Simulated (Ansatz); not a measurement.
A structure relaxed at r2SCAN-D4/def2-SVP in Ansatz, charge 0, doublet:

```xyz
6

W    -0.767    1.370   -0.208
W    -0.752   -1.191   -0.397
W     0.840   -0.074    1.207
N     1.028    1.540    0.156
N    -0.757    0.255   -1.678
N     0.408   -1.899    0.920
```

Task: Give its formula and point group.

Result: the cluster W₃N₃. Point group Cs (tolerance 0.1 Å).

Task: Summarise the bond lengths by kind (pairs closer than 1.2 times the sum of covalent radii, bridged metal pairs left out).

Result: 6 × N–W 1.84 to 1.94 Å.

In the def2 sets W takes a core potential; there is no spin–orbit coupling. The charge 0 doublet is spin-contaminated (final ⟨S²⟩ up to 1.53, 0.75 for a pure state). The relaxation made no stability test and no search for a lower SCF solution. The structure comes from a short search, and lower isomers may exist.
